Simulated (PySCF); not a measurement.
Vertical excitation energies

C₄H₁₂OSi.
SMILES: `CC(C)(C)O[SiH3]`

Theory: TDDFT PBE0/def2-SVPD, vertical, gas phase, core orbitals frozen in the response (PySCF). Isolated species at its GFN2-xTB geometry, gas phase. Torsions of this conformer, `[CH3:1][C:2]([CH3:3])([CH3:4])[O:5][SiH3:6]`: C1–C2–O5–Si6 -61°.

Question: What does the calculation give for the low-lying excited states?

Answer: 

```csv
state,E (eV),E (hartree),f,|μ| (D),"main configurations (H = HOMO, L = LUMO)"
S1,6.97,0.2562,0.0031,0.34,H→L (92%)
S2,7.36,0.2704,0.024,0.94,H-1→L (94%)
S3,7.66,0.2815,0.0024,0.29,H→L+1 (94%)
S4,8.03,0.2951,0.0020,0.26,H-1→L+1 (92%)
S5,8.10,0.2975,0.0000,0.00,"H→L+3 (71%), H→L+2 (24%)"
S6,8.28,0.3044,0.050,1.26,"H→L+2 (67%), H→L+3 (24%)"
```

Triplets (Tamm–Dancoff): T1 6.70 eV, H→L (83%), H→L+1 (9%); T2 7.05 eV, H-1→L (82%).

The lowest singlet lies at 6.97 eV (178 nm, vacuum ultraviolet) and is very weak; its leading configuration is HOMO→LUMO (92%). The strongest level in the table is S6 at 8.28 eV (150 nm, f = 0.050). It is the last of those listed, so stronger ones may follow. Löwdin shares by element: HOMO oxygen 43%, carbon 17% or more, silicon 13% (atoms not listed hold the other 27%); LUMO silicon 26%, carbon 16% or more, hydrogen 7% or more (atoms not listed hold the other 51%). Weighted by f, the mean energy of these states is 7.93 eV. The listed states span 1.31 eV, and the widest gap between neighbours is 0.38 eV (S1 to S2). Of the 6 states listed, 2 reach f = 0.01 and 1 stays under 0.0005. Singlets were solved by full linear response, triplets in the Tamm–Dancoff approximation.
